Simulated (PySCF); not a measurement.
B(CF3)(Cl)(H) (CHBClF₃), SMILES FC(BCl)(F)F. Geometry optimised at B3LYP-D3(BJ)/def2-SVP. The structure was generated by enumeration, and PubChem lists no compound with its InChIKey, so it may never have been made.

Computed equilibrium geometry at B3LYP-D3(BJ)/def2-SVP (PySCF confirms it by a frequency run) as bond lengths and angles, and its point group:
point group Cs.
Atoms: B1 C2 F3 F4 F5 Cl6 H7. Bonds (Å): B1–C2 1.605, B1–Cl6 1.729, B1–H7 1.197, C2–F3 1.340, C2–F4 1.352, C2–F5 1.352. Angles (°): C2–B1–Cl6 120.9, C2–B1–H7 118.4, Cl6–B1–H7 120.7, B1–C2–F3 115.4, B1–C2–F4 109.3, B1–C2–F5 109.3, F3–C2–F4 107.4, F3–C2–F5 107.4, F4–C2–F5 107.7.
